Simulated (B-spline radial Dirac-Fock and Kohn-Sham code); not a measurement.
Dy²⁺: photoemission with 160 eV photons

System: dysprosium as Dy²⁺, [Xe] 4f10.

Level of theory: the independent-particle Dirac-Slater model, thresholds from Dirac-Fock; a radial finite-basis atomic code. The asymmetry parameter β is from the dipole term alone. Kinetic energies are from the vacuum level. Open shells are spread statistically over j, without multiplet splitting.

```tsv
subshell	electrons	binding (eV)	kinetic (eV)	σ (kb)	β
4f5/2	4.29	21.32	138.7	2400	0.41
4f7/2	5.71	20.35	139.6	3190	0.42
5s	2	71.80	88.20	80.0	1.81
5p1/2	2	47.44	112.6	47.8	-0.06
5p3/2	4	42.71	117.3	127	0.01
```

Branching ratios of the spin-orbit partners (statistical value in brackets): 4f 1.33 (1.33), 5p 2.66 (2.00).

At such low photon energies correlation between channels can change these cross sections by tens of per cent.

Run: 6.5 s of CPU time on 1 thread of Neoverse-N1 (shared host), peak memory 0.42 GiB.

Values without a named source are computed, but for edge energies of neutral atoms, which are taken from tables.
